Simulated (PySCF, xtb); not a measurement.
CH2N, SMILES C=[N], multiplicity 2.

Harmonic wavenumbers (cm⁻¹) from GFN2-xTB run with xtb 6.7.1 at its own minimum, in rising order: 851, 938, 1295, 1854, 2781, 2847.

Question: What does PBE0-D3(BJ)/def2-TZVPD in PySCF 2.14.0 give at its own minimum? (Estimate from the structure and the level; the computed values follow.)

Answer: 927, 997, 1369, 1746, 2989, 3052. Paired by order, the mean absolute difference is 122 cm⁻¹ and the zero-point energies are 15.1 and 15.8 kcal/mol.
